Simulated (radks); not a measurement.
Problem. All-electron atom: Nb2+ in [Kr] 4d2 7p1 (not the ground configuration). Method: Dirac Kohn-Sham, PBE, spin-unpolarised, spherical densities, finite nucleus; open shells fill j = l - 1/2 first; Fermi nuclear charge, rms radius 4.324 fm; computed with a radial shooting solver on a logarithmic mesh with Libxc functionals. Some entries of the table are withheld. Estimate them.

orbital,occ.,eigenvalue (eV),<1/r> (bohr^-1),r(max) (bohr)
1s1/2,2,-18827.41,42.40,0.02349
2s1/2,2,-2657.366,9.626,0.1333
2p1/2,2,-2440.996,9.600,0.1039
2p3/2,4,-2345.221,9.164,0.1076
3s1/2,2,-466.8161,3.276,0.3957
3p1/2,2,(1),3.172,(2)
3p3/2,4,(3),3.068,(4)
3d3/2,4,-226.0438,2.872,0.3329
3d5/2,6,-223.1538,2.845,0.3357
4s1/2,2,-85.7154,1.187,1.029
4p1/2,2,-62.9278,1.072,1.100
4p3/2,4,-60.7380,1.043,1.124
4d3/2,2,-27.6143,0.7667,(5)
4d5/2,0,-27.3821,0.7607,(6)
7p1/2,1,-4.9100,0.1252,11.44
7p3/2,0,-4.8604,0.1253,11.54

Solution. 
(1) 3p1/2 eigenvalue (eV): -385.3561
(2) 3p1/2 r(max) (bohr): 0.3832
(3) 3p3/2 eigenvalue (eV): -369.8373
(4) 3p3/2 r(max) (bohr): 0.3924
(5) 4d3/2 r(max) (bohr): 1.392
(6) 4d5/2 r(max) (bohr): 1.402
